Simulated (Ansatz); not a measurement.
Ansatz (an electronic-structure program) input:

Ansatz 0.2 input:
```yaml
crystal:
  periodic: [false, false, false]
  atoms:
    - {symbol: Al, position_ang: [-0.00000000, -0.00000000, -1.71036253]}
    - {symbol: O, position_ang: [0.00000000, 0.00000000, 0.00000000]}
    - {symbol: Al, position_ang: [0.00000000, 0.00000000, 1.71036253]}
basis:
  gaussian:
    orbitals: STO-3G
magnetization: {spin_polarized: false}
correlation: {method: fci, electrons: outside_noble_gas}
```

Problem. What final total energy does it print?

Solution. -551.98638 Eh (FCI/STO-3G). The basis has 23 functions.
